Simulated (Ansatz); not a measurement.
Reaction (formal exchange of groups at the Si–F bond): `F[SiH2]N[SiH](F)F` + `C=C` → `C=C[SiH](F)N[SiH2]F` + H–F

Computed with Ansatz on PBE0-D4/def2-TZVP structures; ΔE is electronic, products minus reactants. CCSD(T)/CBS is the MP2 limit (def2-TZVPP, def2-QZVPP) plus CCSD(T) − MP2 in def2-TZVPP, frozen cores. This one scheme is used for every species. DFT in def2-TZVPP. B3LYP here is the variant with VWN-RPA as its local correlation; programs differ in this. One conformer a species, not always the lowest.

`F[SiH2]N[SiH](F)F`:

Z-matrix (Å, degrees):
```
Si
N 1 1.716
F 1 1.597 2 111.7
H 1 1.478 2 109.4 3 -117.5
H 1 1.477 2 108.1 3 117.9
Si 2 1.699 1 128.3 3 -96.3
H 2 1.013 1 115.6 3 80.9
F 6 1.585 2 110.8 1 123.8
F 6 1.586 2 110.9 1 -120.3
H 6 1.468 2 110.4 1 1.4
```

`C=C`:

```xyz
6

C     0.040   -0.660    0.027
C    -0.040    0.660   -0.027
H    -0.158   -1.206    0.943
H     0.305   -1.250   -0.844
H     0.158    1.206   -0.943
H    -0.305    1.250    0.844
```

`C=C[SiH](F)N[SiH2]F`:

Cartesian coordinates in Å:
```
C 1.952 1.455 0.201
C 1.373 0.407 -0.381
Si -0.299 0.501 -1.156
F -0.838 1.993 -0.934
N -1.343 -0.655 -0.433
Si -1.236 -1.366 1.120
F -0.301 -2.667 1.108
H 2.937 1.391 0.656
H 1.461 2.422 0.249
H 1.908 -0.541 -0.399
H -0.310 0.279 -2.620
H -2.104 -0.982 -1.013
H -0.618 -0.415 2.066
H -2.582 -1.821 1.536
```

H–F:

Z-matrix (Å, degrees):
```
F
H 1 0.920
```

Problem. Is it downhill or uphill in electronic energy at CCSD(T)/CBS, and by how much? (Estimate.)

Solution. Computed: Uphill: ΔE = +1.50 eV.

Problem. What do these levels give: PBE-D4, B3LYP-D4, ωB97X-V, ωB97M-V, r2SCAN, B3LYP, SCS-MP2/def2-TZVPP, CCSD/def2-TZVPP, CCSD(T)/def2-TZVPP, HF/CBS(def2), MP2/CBS(def2), CCSD/CBS(def2)? (Best estimate.)

Solution. The calculation gave: PBE-D4 1.39, B3LYP-D4 1.51, ωB97X-V 1.53, ωB97M-V 1.52, r2SCAN 1.57, B3LYP 1.65, SCS-MP2/def2-TZVPP 1.55, CCSD/def2-TZVPP 1.56, CCSD(T)/def2-TZVPP 1.51, HF/CBS(def2) 1.83, MP2/CBS(def2) 1.47, CCSD/CBS(def2) 1.54 eV.

Largest T1 diagnostic among the species: 0.012.

In def2-TZVPP, CCSD(T) changes the Hartree–Fock value by −0.29 eV (the triples alone add −0.04 eV) and MP2 by −0.31 eV. The D4 term adds −0.13 eV with B3LYP and −0.08 eV with PBE0; it sums over pairs of atoms, weighted by their polarisabilities, and B3LYP, whose exchange is more repulsive, gets the larger term.
